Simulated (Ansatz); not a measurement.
Computed with Ansatz on PBE0-D4/def2-TZVP structures; ΔE is electronic, products minus reactants. CBS: MP2 limit from def2 TZ/QZ plus the TZ coupled-cluster correction, frozen cores. This one scheme is used for every species. Functionals use def2-TZVPP. One conformer a species, not always the lowest.

`F[CH2][AlH][SiH3]` → `[AlH2][SiH3]` + `[CH]F`  (formal loss of a carbene)

Question: Is it downhill or uphill in electronic energy at CCSD(T)/CBS, and by how much? (Estimate.)

Answer: Ansatz gave: Uphill: ΔE = +379.3 kJ/mol.

Question: What do these levels give: PBE-D4, r2SCAN-D4, BHLYP-D4, B2PLYP, RPA@PBE/def2-TZVPP, HF/def2-TZVPP? (An estimate is asked.)

Answer: The calculation gave: PBE-D4 398.1, r2SCAN-D4 401.5, BHLYP-D4 382.9, B2PLYP 379.1, RPA@PBE/def2-TZVPP 342.7, HF/def2-TZVPP 327.4 kJ/mol.

Largest T1 diagnostic among the species: 0.018.

At CCSD(T), def2-SVP lies −18.0 kJ/mol from the extrapolated value and def2-TZVPP −9.0 kJ/mol. The D4 term adds +8.4 kJ/mol with B3LYP and +4.6 kJ/mol with PBE0; it sums over pairs of atoms, weighted by their polarisabilities, and B3LYP, whose exchange is more repulsive, gets the larger term. From BLYP to BHLYP (50 % exact exchange), in def2-TZVPP and without D4, ΔE moves by +15.4 kJ/mol.

B3LYP here is the variant with VWN-RPA as its local correlation; programs differ in this.
